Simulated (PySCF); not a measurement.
NTi (SMILES [N]#[Ti]), doublet, geometry from GFN2-xTB (such geometries of metal compounds can be far from the true shape). Base run: DF-R2SCAN/cc-pVTZ (PySCF).

PySCF was given this input:
```python
from pyscf import gto, scf, dft

mol = gto.Mole()
mol.atom = '''
    Ti   -0.00000000   -0.00000000   -0.41370624
    N     0.00000000    0.00000000    1.30021962
'''
mol.basis = 'cc-pvtz'
mol.spin = 1
mol.verbose = 4
mol.symmetry = True
mol.build()

mf = dft.UKS(mol)
mf.xc = 'r2scan'
mf = mf.density_fit(auxbasis='def2-universal-jkfit')
mf.kernel()
mf.analyze()
```

Variants of this job, named by their change:

```tsv
change	ΔE vs base (eV)	point group used	SCF cycles
base	0.00	Coov	16
symmetry = off	-0.13	C1	22
symmetry_subgroup = C2v	-0.13	C2v	19
```

Open shells are given as the SCF converged; they aren't shown to be the lowest states, and a large step between rows can be another state.
